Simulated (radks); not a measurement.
Species: Fe2+. Configuration: [Ne] 3s1.5 3p6 3d6.5 (fractional occupations, a model configuration).

Method: non-relativistic Kohn-Sham, LDA (Slater exchange, Perdew-Wang correlation), spin-unpolarised, spherical densities, point nucleus; computed with a radial shooting solver on a logarithmic mesh with Libxc functionals.

Energy parts (hartree):
part                       energy
total                 -1258.62122
kinetic                1257.12918
electron-nucleus      -2980.98668
Hartree                 517.59044
exchange-correlation    -52.35416

Orbitals (lengths in bohr, moments of r in powers of bohr; r(max) is where P^2 peaks):
| orbital | occ. | eigenvalue (hartree) | <r> | <1/r> | r(max) | <r^2> |
|---|---|---|---|---|---|---|
| 1s | 2 | -255.0043 | 0.05924 | 25.47 | 0.03902 | 0.004705 |
| 2s | 2 | -30.27336 | 0.2706 | 5.453 | 0.2256 | 0.08639 |
| 2p | 6 | -26.26682 | 0.2369 | 5.414 | 0.1809 | 0.06893 |
| 3s | 1.5 | -4.06402 | 0.8208 | 1.722 | 0.7086 | 0.7781 |
| 3p | 6 | -2.89039 | 0.8606 | 1.599 | 0.7155 | 0.8737 |
| 3d | 6.5 | -0.98312 | 1.065 | 1.251 | 0.7034 | 1.466 |
| 4s | 0 | -0.74217 | 2.486 | 0.5262 | 2.170 | 7.007 |
| 4p | 0 | -0.52593 | 2.941 | 0.4413 | 2.537 | 9.858 |

The highest occupied level is 3d at -26.752 eV. Virial ratio -V/T = 2.00119.
